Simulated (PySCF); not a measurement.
C₂H₁₁NSi₄.
Structure used (PBE0-D3(BJ)/def2-SVP), in Å, numbered top down from 1:
```
atom  x, y, z in Å
N1     4.3441   -0.7548    0.7604
C2     3.9211    0.2039    0.2622
Si3    3.1371    1.6974   -0.5269
Si4    0.8204    1.3525   -0.4128
Si5    0.4006   -0.8263   -1.1947
C6    -1.4252   -1.0956   -1.5767
Si7   -2.6079   -0.6122   -0.1939
H8     3.6339    2.8883    0.2201
H9     3.6284    1.7367   -1.9346
H10    0.3858    1.5381    1.0061
H11    0.1547    2.3862   -1.2678
H12    1.2377   -1.0291   -2.4197
H13    0.8668   -1.7791   -0.1423
H14   -1.5745   -2.1604   -1.8263
H15   -1.6858   -0.5155   -2.4786
H16   -2.2798   -1.3602    1.0578
H17   -4.0240   -0.9013   -0.5742
H18   -2.4776    0.8524    0.0857
```

All values: wB97X-D/def2-SVPD (PySCF, non-relativistic), on one gas-phase PBE0-D3(BJ)/def2-SVP geometry that isn't relaxed in the solvent. The solvent is an IEF-PCM continuum (Bondi radii, 1.10 Å for H, scaled by 1.2), and excitations are vertical TDDFT with non-equilibrium linear response and a frozen core. Only the electrostatic response of the medium enters.

Gas-phase singlets (H = HOMO, L = LUMO):

```csv
state,E (eV),λ (nm),f,leading configuration
S1,6.571,189,0.041,H→L 44%
S2,6.645,187,0.039,H→L+1 52%
S3,6.923,179,0.121,H→L 19%
S4,7.119,174,0.090,H→L+2 25%
S5,7.184,173,0.008,H-4→L+1 41%
```

Give the list for cyclohexane (ε = 2.017), n² = 2.04.

```csv
state,E (eV),λ (nm),f,leading configuration,change by rank (eV)
S1,6.522,190,0.072,H→L 63%,-0.049
S2,6.603,188,0.049,H→L+1 64%,-0.042
S3,6.886,180,0.235,H→L+2 35%,-0.037
S4,7.097,175,0.117,H→L+4 30%,-0.022
S5,7.186,173,0.014,H-5→L+1 23%,+0.002
```

The ground-state energy changes by -0.089 eV from gas to cyclohexane. By how much does the total energy of gas-phase S2 change?

E(S2) = E(S0) + excitation energy, so it changes by -0.089 − 0.042 = -0.131 eV: it is lowered more than the ground state, which is what a red shift means. This is the vertical state, with the slow part of the continuum still set for S0.

How do the frontier levels move from gas to cyclohexane?

```json
{"orbital": "LUMO+2", "gas (eV)": "1.21", "solvent (eV)": "1.29", "change (eV)": "+0.08"}
{"orbital": "LUMO+1", "gas (eV)": "1.03", "solvent (eV)": "1.05", "change (eV)": "+0.02"}
{"orbital": "LUMO", "gas (eV)": "0.93", "solvent (eV)": "1.00", "change (eV)": "+0.07"}
{"orbital": "HOMO", "gas (eV)": "-9.97", "solvent (eV)": "-9.84", "change (eV)": "+0.13"}
{"orbital": "HOMO-1", "gas (eV)": "-10.64", "solvent (eV)": "-10.53", "change (eV)": "+0.11"}
{"orbital": "HOMO-2", "gas (eV)": "-11.00", "solvent (eV)": "-10.88", "change (eV)": "+0.12"}
{"orbital": "HOMO-3", "gas (eV)": "-11.32", "solvent (eV)": "-11.17", "change (eV)": "+0.15"}
```

The HOMO–LUMO gap goes from 10.89 to 10.84 eV. Rows go by rank; for LUMO and LUMO+1 the atom shares or the degeneracy differ between the runs, so the row needn't follow one orbital.

wB97X-D is run here without its empirical dispersion term; that term would change no orbital, density or response property at a fixed geometry.
